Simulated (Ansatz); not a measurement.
Species: sum formula AlNH₂F₂ (charge 0, singlet). 
Geometry from a B3LYP-D3(BJ)/def2-TZVP (Ansatz, a program for electronic structure) optimisation:
```xyz
6

N     -1.6977    -0.1534    -0.0220
Al     0.0437     0.0040     0.0006
F      0.7548     1.4844    -0.0977
F      1.0059    -1.3253     0.1205
H     -2.3392     0.6196    -0.0934
H     -2.1919    -1.0290     0.0347
```
Charge 0, spin multiplicity 1.

Property: vertical ionisation energy (to the doublet state of charge +1; each state is the SCF solution reached for its spin), in eV. Valence correlation only, unless marked. UHF or UKS for open shells. Spin-orbit coupling is left out. No relativistic terms. Basis-set limits of correlation are two-point, X^-3; Hartree-Fock from the larger set.

CCSD(T)/CBS(aug-cc-pV(T+d)Z,aug-cc-pV(Q+d)Z) (Ansatz) gives 10.87 eV.

Q: Another calculation gave 11.06 eV. Which level was it?
(A) B2PLYP/def2-TZVPD (Ansatz)
(B) SVWN5/def2-TZVPD (Ansatz)
(C) r2SCAN/def2-TZVPD (Ansatz)

A: B, SVWN5/def2-TZVPD (Ansatz). The others give 10.75 (B2PLYP), 10.61 (r2SCAN) eV.
